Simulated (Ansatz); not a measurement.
`[OH][Al]1[CH2][CH]1F`. Charge 0, multiplicity 1. The geometry is a stationary point of PBE0-D4/def2-TZVP. It is one conformer, not always the lowest.

```xyz
9

O    -2.292   -0.387   -1.203
Al   -0.775   -0.190   -0.504
C     0.425   -0.050    0.970
C     1.079    0.256   -0.418
F     1.803    1.426   -0.502
H    -3.065   -0.734   -0.762
H     0.111    0.895    1.437
H     0.980   -0.645    1.691
H     1.734   -0.572   -0.709
```

Problem. What is the dipole moment at B3LYP/def2-TZVPP? (An estimate is asked.)

Solution. The calculation gave: 3.37 D, with components (-2.61, -1.99, 0.80) D in this frame, pointing from negative to positive charge.

Problem. And with PBE, r2SCAN, ωB97M-V? (Best estimate.)

Solution. The calculation gave: PBE 3.11 D, r2SCAN 3.30 D, ωB97M-V 3.47 D.

Problem. Give the Mulliken charges with B3LYP, PBE, ωB97M-V in def2-TZVPP. (Estimate.)

Solution. Computed: 
| atom | B3LYP | PBE | ωB97M-V |
| --- | --- | --- | --- |
| O1 | -0.36 | -0.32 | -0.35 |
| Al2 | 0.45 | 0.35 | 0.50 |
| C3 | -0.31 | -0.27 | -0.36 |
| C4 | 0.04 | 0.02 | 0.00 |
| F5 | -0.25 | -0.20 | -0.24 |
| H6 | 0.18 | 0.18 | 0.17 |
| H7 | 0.09 | 0.09 | 0.11 |
| H8 | 0.09 | 0.08 | 0.10 |
| H9 | 0.06 | 0.06 | 0.08 |

B3LYP here is the variant with VWN-RPA as its local correlation; programs differ in this.
